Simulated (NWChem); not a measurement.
Molecule: CHAlClNO2; SMILES O=C=[N][Al]([Cl])[OH]

```xyz
7

Al    -0.4077     0.6252    -0.0001
Cl     1.2079     1.9345     0.0010
N     -0.1213    -1.1157     0.0004
C      0.1395    -2.2886     0.0001
O      0.3834    -3.4295    -0.0001
O     -1.9562     1.2866    -0.0014
H     -2.7882     0.8118    -0.0020
```
Atoms are numbered in this order, from 1.

Results from NWChem. Pople sets run with spherical d functions. All runs use the structure optimised with PBE0/def2-SVP. Vzz is the largest principal value of the second derivative of the potential at the nucleus (NWChem prints the opposite sign); η is the asymmetry. Non-relativistic.

For level PBE/6-31G*:

| Item | Value |
|---|---|
| Vzz Al1 (a.u.) | 0.636 |
| Vzz Cl2 (a.u.) | 1.507 |
| Vzz N3 (a.u.) | 0.389 |
| Vzz O5 (a.u.) | 0.714 |

**Question.** What are these values for level PBE/def2-SVP?

**Answer.** 
| Quantity | Value |
|---|---|
| Vzz Al1 (a.u.) | 0.664 |
| Vzz Cl2 (a.u.) | 1.421 |
| Vzz N3 (a.u.) | 0.365 |
| Vzz O5 (a.u.) | 0.654 |
